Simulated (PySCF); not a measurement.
C₃H₅BF₂O.
Atom-mapped SMILES: `[CH2:1]=[C:2]([O:3][CH3:4])[B:5]([F:6])[F:7]` (hydrogens: H8, H9 on C1; H10, H11, H12 on C4)

Geometry (PBE0-D3(BJ)/def2-SVP, Å), atoms numbered from 1 in this order:
```
atom  x, y, z in Å
C1     0.968   -0.345   -0.900
C2     0.449    0.110    0.257
O3    -0.862    0.228    0.551
C4    -1.787   -0.186   -0.413
B5     1.391    0.569    1.415
F6     0.928    1.066    2.541
F7     2.701    0.466    1.287
H8     0.369   -0.673   -1.752
H9     2.053   -0.389   -1.002
H10   -2.785   -0.047    0.019
H11   -1.649   -1.251   -0.675
H12   -1.705    0.414   -1.338
```

Method used: PySCF 2.14.0, PBE0-D3(BJ)/def2-SVP geometry optimisation, gas phase.

Masses are those of the commonest isotopes; rigid-rotor values at the optimised geometry. The values belong to one conformer with, in the numbering `[CH2:1]=[C:2]([O:3][CH3:4])[B:5]([F:6])[F:7]`, C1–C2–O3–C4 2°.

(1) Give the principal moments of inertia and the rotational constants in MHz.

(2) Classify the top.

(3) Is it planar, by Δ = Ic − Ia − Ib?

(4) Give the other two planar moments, Paa and Pbb, and the rms extents of the mass along the axes.

(5) Which lines would a microwave search look for?

Answers

(1) Ia = 104.89, Ib = 283.16, Ic = 384.67 u·Å²; 505379 MHz·u·Å²/I gives A = 4818, B = 1785, C = 1314 MHz.

(2) An asymmetric top; Ray's κ = -0.731.

(3) Not planar: Δ = Ic − Ia − Ib = -3.38 u·Å². For a rigid frame Δ = −2 Σ m c², so Σ m c² = 1.69 u·Å² lies off the ab plane: 1.63 from hydrogen and 0.06 from heavier atoms. The atom farthest from that plane is 0.91 Å away.

(4) Paa = Σ m a² = (Ib + Ic − Ia)/2 = 281.47 and Pbb = Σ m b² = (Ia + Ic − Ib)/2 = 103.20 u·Å². With the mass M = 106.04 u, the rms extents √(P/M) along a, b and c are 1.63, 0.99, 0.13 Å.

(5) The dipole components are |μa| = 2.45 D, |μb| = 1.05 D, |μc| = 0.01 D. Intensities carry the squares of the components, which stand as 1.00 : 0.18 : 0.00 (a : b : c). Some lines, for components of 0.1 D or more:

```tsv
type	branch	J(Ka,Kc)	MHz	lower level (cm⁻¹)
b	R	3(1,2) ← 2(2,1)	868	0.746
a	Q	2(1,1) ← 2(1,2)	1413	0.396
a	R	2(1,1) ← 1(1,0)	6668	0.220
a	R	3(1,3) ← 2(1,2)	8559	0.396
b	Q	3(2,1) ← 3(1,2)	8678	0.775
b	R	2(1,2) ← 1(0,1)	8760	0.103
a	R	3(0,3) ← 2(0,2)	9097	0.308
b	Q	2(2,0) ← 2(1,1)	9152	0.443
a	R	3(2,1) ← 2(2,0)	9495	0.748
a	R	3(1,2) ← 2(1,1)	9969	0.443
b	R	3(1,3) ← 2(0,2)	11172	0.308
b	R	3(3,0) ← 2(2,1)	25675	0.746
```

PBE0-D3(BJ)/def2-SVP frequencies: not computed here. No vibrational averaging or centrifugal distortion is included, and the geometry carries the error of its method. A rigid rotor knows nothing of internal rotation, which can split or shift real lines. Quadrupole hyperfine structure (11B) is left out.
